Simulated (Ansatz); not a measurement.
C$_{6}$H$_{3}$ClHf, SMILES `C#[C][Hf]([Cl])([C]#C)[C]#C`, relaxed with RKS PBE0-D4/def2-TZVP in Ansatz from a GFN2-xTB geometry. The force threshold is 0.005 eV/Å; the program also tests the step.

Charge 0, multiplicity 1. Hf: def2 effective core potential.

Start:

```xyz
11

C    -0.915    3.302   -0.068
C    -0.838    2.096   -0.090
Hf   -0.554   -0.112    0.230
Cl   -2.322   -0.760    1.673
C     1.409   -0.429    1.282
C     2.524   -0.561    1.730
C    -0.641   -1.543   -1.502
C    -0.591   -2.443   -2.308
H    -0.998    4.356   -0.067
H     3.488   -0.688    2.144
H    -0.563   -3.220   -3.024
```

**Question.** By how much does the energy fall, and how many steps does the optimiser take? (Estimate.)

**Answer.** The calculation gave: 26.51 kJ/mol, in 10 steps, 1 of them rejected.

**Question.** Which bonds change most? (Best estimate.)

**Answer.** Computed: Hf3–C5 from 2.250 to 2.163 Å; C2–Hf3 from 2.248 to 2.163 Å; Hf3–C7 from 2.248 to 2.163 Å; Hf3–Cl4 from 2.373 to 2.328 Å.

**Question.** Give the relaxed structure. (Estimate.)

**Answer.** Ansatz gave: 
```xyz
11

C    -0.934    3.039   -0.351
C    -0.795    1.870   -0.048
Hf   -0.522   -0.212    0.471
Cl   -2.176   -0.885    1.965
C     1.431   -0.460    1.367
C     2.536   -0.594    1.856
C    -0.622   -1.403   -1.331
C    -0.665   -2.064   -2.350
H    -1.056    4.065   -0.617
H     3.506   -0.711    2.284
H    -0.703   -2.644   -3.245
```
